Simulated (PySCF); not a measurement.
Magnetic susceptibility: SMILES C1C(SCC(F)F)(F)C1, C5H7F3S

Molfile (atoms numbered from 1):
```
C5H7F3S
     RDKit          3D

 16 16  0  0  0  0  0  0  0  0999 V2000
   -3.1847    0.3439   -1.2685 F   0  0  0  0  0  0  0  0  0  0  0  0
   -2.7846    0.4709    0.0157 C   0  0  0  0  0  0  0  0  0  0  0  0
   -3.7206   -0.1648    0.7642 F   0  0  0  0  0  0  0  0  0  0  0  0
   -1.4282   -0.1702    0.2394 C   0  0  0  0  0  0  0  0  0  0  0  0
   -0.1067    0.8902   -0.4567 S   0  0  0  0  0  0  0  0  0  0  0  0
    1.2249    0.3539    0.6188 C   0  0  0  0  0  0  0  0  0  0  0  0
    1.0363    0.7728    1.9067 F   0  0  0  0  0  0  0  0  0  0  0  0
    1.8852   -0.9737    0.4317 C   0  0  0  0  0  0  0  0  0  0  0  0
    2.6265    0.2964    0.1125 C   0  0  0  0  0  0  0  0  0  0  0  0
   -2.8078    1.5395    0.2775 H   0  0  0  0  0  0  0  0  0  0  0  0
   -1.2587   -0.2582    1.3119 H   0  0  0  0  0  0  0  0  0  0  0  0
   -1.3999   -1.1519   -0.2352 H   0  0  0  0  0  0  0  0  0  0  0  0
    1.5509   -1.5944   -0.3846 H   0  0  0  0  0  0  0  0  0  0  0  0
    2.1598   -1.5155    1.3242 H   0  0  0  0  0  0  0  0  0  0  0  0
    2.7956    0.5513   -0.9214 H   0  0  0  0  0  0  0  0  0  0  0  0
    3.4045    0.6188    0.7874 H   0  0  0  0  0  0  0  0  0  0  0  0
  1  2  1  0
  2  3  1  0
  2  4  1  0
  4  5  1  0
  5  6  1  0
  6  7  1  0
  6  8  1  0
  8  9  1  0
  9  6  1  0
  2 10  1  0
  4 11  1  0
  4 12  1  0
  8 13  1  0
  8 14  1  0
  9 15  1  0
  9 16  1  0
M  END
```

Method used: GIAO KT3/pcSseg-1 magnetisability, rotational g tensor and spin-rotation constants, non-relativistic, gas phase (PySCF 2.14.0). Geometry: GFN2-xTB.

**Question.** How diamagnetic is it, and how anisotropic?

**Answer.** Isotropic -1436 × 10⁻³⁰ J/T², or -86.5 × 10⁻⁶ cm³/mol; principal values -1569, -1413, -1328 × 10⁻³⁰ J/T², anisotropy 212 × 10⁻³⁰ J/T² (root of half the summed squared differences of the principal values). The susceptibility is in cgs units.

**Question.** Split it along the inertial axes a, b, c into diamagnetic and paramagnetic parts about the centre of mass, with the quadrupole moment.

**Answer.** 
```
axis  χ (10⁻⁶ cm³/mol)  diamagnetic (10⁻⁶ cm³/mol)  paramagnetic (10⁻⁶ cm³/mol)  summed x² of all electrons (Å²)  quadrupole Θ (D Å)
   a             -86.3                      -472.0                        385.7                            392.7               -0.29
   b             -92.5                     -1848.4                       1755.8                             68.3               -2.61
   c             -80.6                     -1955.9                       1875.3                             43.0               +2.90
```
Anisotropies 2χaa − χbb − χcc = +0.5 and 2χbb − χaa − χcc = -18.1 × 10⁻⁶ cm³/mol. Θ is traceless in Buckingham's convention.

**Question.** And the rotational g tensor?

**Answer.** 
```csv
axis,rotational constant (GHz),g,nuclear part,electronic part
a,3.1314,-0.0265,0.5409,-0.5674
b,0.6408,-0.0031,0.5254,-0.5285
c,0.5969,-0.0072,0.5187,-0.5259
```
Asymmetric top; isotopes 12C, 19F, 1H, 32S; no vibrational averaging.
